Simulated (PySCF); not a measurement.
SZn, SMILES [S]=[Zn]. Atoms are numbered in the order given.

```xyz
2

Zn     0.0000     0.0000    -0.7229
S      0.0000     0.0000     1.3554
```
Charge 0, spin multiplicity 1.

The structure is a stationary point at B3LYP-D3(BJ)/def2-TZVP.

All values below come from IEF-PCM-PBE0/def2-TZVPD in PySCF 2.14.0.

The values are the electrostatic part of the solvation free energy, E(continuum) − E(gas) at the gas-phase geometry, in a cavity of scaled van der Waals radii (PySCF's table); cavitation and dispersion terms are not included. A continuum can't describe solvent molecules that bind to the metal. In vacuum the orbital gap is 2.27 eV. The dipole moment in vacuum is 5.71 D.

| solvent | ε | ΔG(elec) (kcal/mol) | dipole (D) | gap (eV) |
|---|---|---|---|---|
| water | 78.36 | -41.1 | 11.99 | 4.18 |
| benzene | 2.27 | ? | ? | ? |
| ethanol | 24.85 | -38.8 | 11.67 | 4.06 |

**Question.** Complete the blanks. (Estimate from the structure and the level; the computed values follow.)

**Answer.** 
- benzene, ΔG(elec) (kcal/mol): -15.5
- benzene, dipole (D): 8.24
- benzene, gap (eV): 2.92
